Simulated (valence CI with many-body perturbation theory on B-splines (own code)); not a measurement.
**Sc8+: key properties**

Calculated by relativistic CI+MBPT: three valence electrons over a frozen Dirac-Fock core [Ne], a basis of 9 s, 9 p, 8 d, 6 f, 3 g, 1 h functions for each j, with the one-electron correlation potential Σ1 (screened to all orders), the two-electron term Σ2, the three-electron term Σ3, Breit, model QED; selected single and double excitations, second order for the rest, scaled by the run's own slope (own B-spline code, finite nucleus).

No measured spectrum was set against this ion. As an estimate, levels of excited configurations hold to 0.05 to 0.15 % of their energy, terms of the ground configuration to about 0.5 %.

Rates and lifetimes use the calculated energies. Strong lines usually hold to 10 to 20 %, long lifetimes can be off by a factor of two.

(1) What is the ground level?

(2) How is the term 2P° of the ground level split?

(3) Among levels below 63.660 eV, which E1 lines absorb most strongly from the ground level?

(4) Where does the other parity begin?

(5) What are the static dipole polarisabilities of the lowest levels?

(6) Name the longest-lived excited levels whose lifetime is computed, and their main decay.

(7) What is the ionisation energy?

Answers

(1) 3s2.3p 2P°_1/2, composition 96 % 3s2.3p 2P°, g = 0.665.

(2) J = 1/2 at 0.000, J = 3/2 at 0.715 eV.

(3) to 3s2.3d 2D_3/2 at 31.86 nm, f = 0.672; to 3s.3p2 2P_1/2 at 39.05 nm, f = 0.277; to 3s.3p2 2P_3/2 at 38.55 nm, f = 0.178.

(4) At 3s.3p2 4P_1/2, 17.965 eV.

(5) 3s2.3p 2P°_1/2 0.945; 3s2.3p 2P°_3/2 0.950 (tensor 0.081) bohr³, of which the core gives 0.0164.

(6) 3s2.3p 2P°_3/2 at 0.715 eV lives 577 ms, mostly by M1 to 3s2.3p 2P°_1/2; 3s.3p2 4P_3/2 at 18.232 eV lives 1.31 μs, mostly by E1 to 3s2.3p 2P°_3/2; 3s.3p2 4P_5/2 at 18.620 eV lives 431 ns, mostly by E1 to 3s2.3p 2P°_3/2. The lifetime of 3s.3p.3d 4F°_9/2 is too uncertain to give, and may be longer.

(7) 180.74 eV; NIST lists 180.03 ± 0.12 eV (measured).
